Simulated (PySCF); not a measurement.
F4Se, SMILES F[Se](F)(F)F (connectivity only; charge and spin as stated), charge +1, multiplicity 2.

Coordinates come from a PBE-D3(BJ)/def2-SVP optimisation. The spin state was assumed, not searched. The isomer is the one that the SMILES or the coordinates give; other isomers of the formula were not compared.

Level of theory: PBE-D3(BJ)/def2-SVP in PySCF 2.14.0.

Frequencies are harmonic and unscaled.

Task: Estimate the vibrational spectrum. (An estimate is asked for; the answer gives what the named calculation found.)

Result: 
| mode | ν (cm⁻¹) | IR (km/mol) | moving atoms (share of kinetic energy) |
|---|---|---|---|
| 1 | 163 | 1.2 | F 95 % |
| 2 | 170 | 7.8 | F 77 %, Se 23 % |
| 3 | 255 | 0.0 | F 100 % |
| 4 | 281 | 15.6 | F 75 %, Se 25 % |
| 5 | 302 | 10.5 | F 88 %, Se 12 % |
| 6 | 568 | 43.6 | F 65 %, Se 35 % |
| 7 | 571 | 3.4 | F 99 % |
| 8 | 737 | 33.5 | F 82 %, Se 18 % |
| 9 | 751 | 61.6 | F 76 %, Se 24 % |
